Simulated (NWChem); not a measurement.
System: C2H6FNSi; SMILES [SiH3]/C=N\CF

Here is an NWChem input.

```
start job
memory heap 200 mb stack 900 mb global 1100 mb
geometry units angstroms noautoz
  F      1.187386     0.991705     0.000132
  C      0.010262     1.723194     0.001279
  N     -1.168194     0.958234     0.000513
  C     -1.165390    -0.312904    -0.000232
  Si     0.293115    -1.559182    -0.000924
  H      0.015328     2.367819    -0.894856
  H      0.015606     2.365482     0.899100
  H     -2.170515    -0.772289    -0.000707
  H      1.129269    -1.444724     1.227873
  H     -0.353558    -2.908920    -0.000992
  H      1.128264    -1.444151    -1.230361
end
basis spherical
  * library 6-31g*
end
dft
  xc xctpssh
  iterations 150
  mulliken
end
task dft energy
```

The geometry was optimised at PBE0/def2-SVP.

What results follow from this input? (TPSSh/6-31G* (spherical d).) Quantities: energy (Ha); highest occupied level (eV); orbital gap (eV); dipole (D).


* **energy (Ha)**: -523.87
* **highest occupied level (eV)**: -6.52
* **orbital gap (eV)**: 5.11
* **dipole (D)**: 0.65
